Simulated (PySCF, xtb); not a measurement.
C4H8OSi, SMILES C[SiH]1CC(=O)C1.

Harmonic wavenumbers (cm⁻¹) from GFN2-xTB run with xtb at its own minimum, in rising order: 42, 111, 149, 178, 398, 462, 494, 520, 587, 615, 693, 712, 763, 811, 815, 832, 900, 905, 1072, 1088, 1147, 1161, 1368, 1418, 1424, 1472, 1480, 1816, 2248, 2986, 2990, 3015, 3017, 3037, 3050, 3052.

Problem. What does r2SCAN-D4/def2-SVP (PySCF) give at its own minimum? (An estimate is asked for; the answer gives what the named calculation found.)

Solution. 86, 155, 171, 210, 381, 463, 522, 535, 613, 616, 705, 716, 732, 780, 842, 867, 900, 911, 1025, 1075, 1110, 1134, 1257, 1360, 1381, 1425, 1429, 1838, 2232, 3036, 3041, 3047, 3142, 3145, 3158, 3160. Paired by order, the mean absolute difference is 40 cm⁻¹ and the zero-point energies are 66.9 and 67.5 kcal/mol.
